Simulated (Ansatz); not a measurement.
`N[Si]F` + `[SiH3]N[SiH3]` → `F[Si]N([SiH3])[SiH3]` + NH₃ at 298.15 K and 1 bar (ligand exchange at the Si–N bond).

Computed with Ansatz on PBE0-D4/def2-TZVP structures; ΔE is electronic, products minus reactants. CCSD(T)/CBS adds triple-zeta CCSD(T) − MP2 to the extrapolated MP2 energy (def2 sets, frozen cores). This one scheme is used for every species. One conformer a species, not always the lowest.

| species | CCSD(T)/CBS energy (Eh) | H − E (kJ/mol) | S (J/(mol·K)) |
| --- | --- | --- | --- |
| `N[Si]F` | -444.84306 | 88.0 | 270.2 |
| `[SiH3]N[SiH3]` | -637.10515 | 192.6 | 335.6 |
| `F[Si]N([SiH3])[SiH3]` | -1025.44155 | 181.7 | 374.6 |
| NH₃ | -56.50880 | 100.5 | 192.4 |

H − E and S are ideal-gas, rigid-rotor, harmonic terms from PBE0-D4/def2-TZVP, for one conformer and one mirror image of each species. 1 Eh = 2625.50 kJ/mol, R = 8.31446 J/(mol·K).

**Question.** By hand: ΔE, ΔH, ΔS and ΔG.

**Answer.** ΔE = (-1025.44155) + (-56.50880) − (-444.84306) − (-637.10515) = -0.00214 Eh = -5.6 kJ/mol. Δ(H − E) = 181.7 + 100.5 − 88.0 − 192.6 = 1.6, so ΔH = -4.0 kJ/mol. ΔS = 374.6 + 192.4 − 270.2 − 335.6 = -38.8 J/(mol·K). ΔG = -4.0 − 298.15 × (-38.8)/1000 = 7.6 kJ/mol.

**Question.** By hand: the equilibrium constant, and the temperature at which ΔG would vanish if ΔH and ΔS stayed fixed.

**Answer.** log₁₀ K = −ΔG/(RT ln 10) = -1.3. ΔG = 0 at ΔH/ΔS = 103 K, though so small a ΔH makes that figure unsure.

TΔS isn't small against ΔH here. A doubt of 5 kJ/mol in ΔE shifts log₁₀ K by 0.9 here. Other conformers and mirror images would add mixing entropy, several J/(mol·K) or more a flexible species. Modes under 60 cm⁻¹, often nearly free rotors, make the harmonic entropy too high. These are equilibria of isolated gas molecules and say nothing of rates. Largest T1 diagnostic: 0.014 (customary marks: 0.02 for closed shells, 0.045 for open ones).
